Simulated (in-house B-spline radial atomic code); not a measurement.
A fraction x of an electron is moved 4p → 4f in Se, starting from [Ar] 3d10 4s2 4p4 and keeping the highest spin. Method: non-relativistic CAM-B3LYP, spin-polarised, spherical fractional occupations, point nucleus. Calculated with an all-electron radial atomic-structure program (B-spline basis).

Caution: exact exchange at fractional occupations of open shells leaves self-interaction of up to several eV.

```tsv
x	E(x) - E(0) (eV)	4p down level (eV)	4f up level (eV)
0	0.0000	-5.021	-
0.375	2.2658	-7.098	-0.056
0.5	?	?	?
0.625	4.1845	-8.381	-0.086
0.75	?	?	?
0.875	6.4066	-9.591	-0.120
1	7.6258	-	-0.138
```

Task: What belongs in the row x = 0.5?

Result: An energy change of 3.1860 eV; 4p down at -7.749 eV, 4f up at -0.071 eV.

Task: What belongs in the row x = 0.75?

Result: An energy change of 5.2588 eV; 4p down at -8.994 eV, 4f up at -0.103 eV.
